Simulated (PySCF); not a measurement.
# How the method changes the shape and vibrations of AlFH3O anion

Calculated results; nothing here was measured. The program is PySCF 2.14.0, an open-source quantum chemistry code, run on an isolated molecule that a program drew, which may never have been made. The molecule is AlFH3O anion (charge -1, singlet), drawn as the SMILES string `[OH][AlH2-][F]`.

The geometry was optimised and harmonic frequencies were computed with HF and MP2, all in the aug-cc-pV(D+d)Z basis, for the commonest isotopes, with a restricted reference for singlets and an unrestricted one otherwise, and a frozen core in MP2. Each result is a local minimum of its method.

Geometry at the HF minimum:
```xyz
6
AlFH3O anion, angstrom
O    -0.3661   -0.0533   -1.2932
Al    0.3961   -0.7877    0.1241
F     0.7427    0.4216    1.2817
H    -1.2356    0.2850   -1.1795
H    -0.6368   -1.8448    0.8391
H     1.7885   -1.4901   -0.3461
```

Lengths of the bonds as drawn, in Å (atoms numbered as above):
```
bond,HF,MP2
O1-Al2,1.769,1.805
Al2-F3,1.710,1.743
O1-H4,0.940,0.964
Al2-H5,1.642,1.636
Al2-H6,1.629,1.624
```

Rotational constants, in GHz:
| constant | HF | MP2 |
|---|---|---|
| A | 20.41 | 20.3 |
| B | 6.525 | 6.195 |
| C | 5.397 | 5.178 |

Harmonic frequencies in cm^-1, each column in rising order, so a row needn't be the same motion in every method:
```
rank    HF   MP2
   1   110   138
   2   288     ?
   3   544   505
   4   629   607
   5   672   620
   6   714   666
   7   770   751
   8   821   785
   9   842   803
  10  1683  1699
  11  1776  1774
  12  4218  3889
```

**Estimate the missing MP2 frequency from the HF column.**

A single factor s that minimises the squared misfit of MP2 against s times HF over the other rows is sum(HF x MP2) / sum(HF^2) = 0.9437, with an rms misfit of 55 cm^-1. For rank 2 it gives 0.9437 x 288 = 272 cm^-1. The calculation gives 256 cm^-1, 16 cm^-1 below the estimate. The drawn bonds are on average 1.2 % longer in MP2 than in HF.
